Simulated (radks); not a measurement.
All-electron atom: the gold ion Au3+ in [Kr] 4d10 4f14 5s1 5p6 5d9 (not the ground configuration). Method: scalar-relativistic Kohn-Sham, r2SCAN, spin-unpolarised, spherical densities, finite nucleus; meta-GGA in the generalised Kohn-Sham scheme; Fermi nuclear charge, rms radius 5.4371 fm; computed with a radial shooting solver on a logarithmic mesh with Libxc functionals. Some entries of the table are withheld. Estimate them.

orbital,occ.,eigenvalue (hartree),<1/r> (bohr^-1),<r^2> (bohr^2)
1s,2,-2972.503,95.71,0.0003934
2s,2,-526.7739,22.46,0.005995
2p,6,-455.5909,19.97,0.005048
3s,2,(1),(2),0.03859
3p,6,-105.1568,7.601,(3)
3d,10,-82.93672,7.144,0.03294
4s,2,-28.75013,3.564,0.1868
4p,6,-21.91915,3.222,0.2131
4d,10,-13.66772,2.887,0.2421
5s,1,-5.49760,1.464,0.9561
4f,14,-4.52129,2.467,0.2983
5p,6,(4),1.253,1.260
5d,9,(5),(6),2.269

Answer. 
(1) 3s eigenvalue (hartree): -125.8966
(2) 3s <1/r> (bohr^-1): 8.338
(3) 3p <r^2> (bohr^2): 0.03970
(4) 5p eigenvalue (hartree): -3.66324
(5) 5d eigenvalue (hartree): -1.55550
(6) 5d <1/r> (bohr^-1): 0.9270
